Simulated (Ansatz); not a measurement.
`F[SiH2]C[SiH2]Cl` + H₂ → `[SiH3]C[SiH2]Cl` + H–F at 600 K and 1 bar (hydrogenolysis of the Si–F bond).

Program: Ansatz. Geometries: PBE0-D4/def2-TZVP. ΔE: electronic, gas phase. CCSD(T)/CBS is the MP2 limit (def2-TZVPP, def2-QZVPP) plus CCSD(T) − MP2 in def2-TZVPP, frozen cores. This one scheme is used for every species. Each species was taken in one conformer, which may not be the lowest.

| species | CCSD(T)/CBS energy (Eh) | H − E (kJ/mol) | S (J/(mol·K)) |
| --- | --- | --- | --- |
| `F[SiH2]C[SiH2]Cl` | -1179.52116 | 242.2 | 483.7 |
| H₂ | -1.17544 | 43.9 | 150.8 |
| `[SiH3]C[SiH2]Cl` | -1080.25737 | 250.3 | 456.2 |
| H–F | -100.39570 | 42.3 | 194.0 |

H − E and S are ideal-gas, rigid-rotor, harmonic terms from PBE0-D4/def2-TZVP, for one conformer and one mirror image of each species. The MP2-based limit puts H₂ 0.8 mEh under its directly extrapolated value; such offsets cancel only in part. 1 Eh = 2625.50 kJ/mol, R = 8.31446 J/(mol·K).

Q: By hand: ΔE, ΔH, ΔS and ΔG.

A: ΔE = (-1080.25737) + (-100.39570) − (-1179.52116) − (-1.17544) = 0.04353 Eh = 114.3 kJ/mol. Δ(H − E) = 250.3 + 42.3 − 242.2 − 43.9 = 6.5, so ΔH = 120.8 kJ/mol. ΔS = 456.2 + 194.0 − 483.7 − 150.8 = 15.7 J/(mol·K). ΔG = 120.8 − 600 × (15.7)/1000 = 111.4 kJ/mol.

Q: By hand: the equilibrium constant, and the temperature at which ΔG would vanish if ΔH and ΔS stayed fixed.

A: log₁₀ K = −ΔG/(RT ln 10) = -9.7. ΔG = 0 at ΔH/ΔS = 7694 K, far beyond where these terms or the molecules hold.

ΔH outweighs TΔS. A doubt of 5 kJ/mol in ΔE shifts log₁₀ K by 0.4 here. Other conformers and mirror images would add mixing entropy, several J/(mol·K) or more a flexible species. Modes under 60 cm⁻¹, often nearly free rotors, make the harmonic entropy too high. These are equilibria of isolated gas molecules and say nothing of rates. Largest T1 diagnostic: 0.010 (customary marks: 0.02 for closed shells, 0.045 for open ones).
